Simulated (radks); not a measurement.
Initial-state core-level shifts of the argon ion Ar+ when its valence configuration changes from [Ne] 3s2 3p5. Method: non-relativistic Kohn-Sham, r2SCAN, spin-polarised, spherical densities, point nucleus; open shells are filled with parallel spins first; meta-GGA in the generalised Kohn-Sham scheme; computed with a radial shooting solver on a logarithmic mesh with Libxc functionals. Shifts are changes of the shell-averaged eigenvalues in eV (positive: less bound); the change of the density at the nucleus, which sets a Mossbauer isomer shift, is in e/bohr^3, on a base of 3844.

valence,1s,2s,2p,density at nucleus
3s1 3p6,-1.390,-1.342,-1.343,-15.3313
3s1.5 3p5.5,-0.692,-0.669,-0.669,-7.6903
